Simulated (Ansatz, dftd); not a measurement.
Reaction: BN2H4 (SMILES N[B]N, doublet) → BN2H4 (SMILES [NH]BN, doublet)
Each species at its own B3LYP-D3(BJ)/def2-TZVP minimum (Ansatz, a first-principles code), one conformer.

Wanted: isomerisation energy (electronic), in kJ/mol. UHF or UKS for unpaired electrons; spin-orbit terms are left out. Cores are frozen in correlated methods. Rows without X2C or -DK are non-relativistic. CBS(X,Y): correlation extrapolated as X^-3, Hartree-Fock from the larger set. A bracket is a step between two methods taken in the basis named. The functionals are non-relativistic, so their misses hold any scalar relativity. Double hybrids freeze cores in their MP2 part. '+ core + X2C': CCSD(T) terms for core correlation (cc-pwCVTZ) and scalar relativity (cc-pVTZ-DK).

Compared with CCSD(T)/CBS(cc-pVTZ,cc-pVQZ) + [CCSDT(Q) - CCSD(T)]/cc-pVDZ + core + X2C (Ansatz): 35.2 kJ/mol.

Costs are rough ratios of core time, to one figure, on one kind of shared machine, summed over the single points of the molecules; atoms, geometries and frequencies are left out. The first row took roughly 10 core seconds; short runs hold start-up time.

```json
[
 {"level": "PBE-D4/def2-TZVPD", "program": "Ansatz + dftd4", "cost relative to the first row": "1", "difference (kJ/mol)": "3.2"},
 {"level": "PBE0-D3(BJ)/def2-TZVPD", "program": "Ansatz + dftd3", "cost relative to the first row": "1", "difference (kJ/mol)": "1.5"},
 {"level": "PBE0/def2-TZVPD", "program": "Ansatz", "cost relative to the first row": "1", "difference (kJ/mol)": "1.2"},
 {"level": "r2SCAN-D4/def2-TZVPD", "program": "Ansatz + dftd4", "cost relative to the first row": "1", "difference (kJ/mol)": "-2.3"},
 {"level": "B2GP-PLYP-D4/def2-TZVPD", "program": "Ansatz + dftd4", "cost relative to the first row": "2", "difference (kJ/mol)": "-3.1"},
 {"level": "B2GP-PLYP/def2-TZVPD", "program": "Ansatz", "cost relative to the first row": "2", "difference (kJ/mol)": "-3.3"},
 {"level": "CCSDT(Q)/cc-pVDZ", "program": "Ansatz", "cost relative to the first row": "100", "difference (kJ/mol)": "-16.8"}
]
```

The dearest row costs roughly 100 times the first. Costs within a factor of two don't rank. The table holds for this case alone.
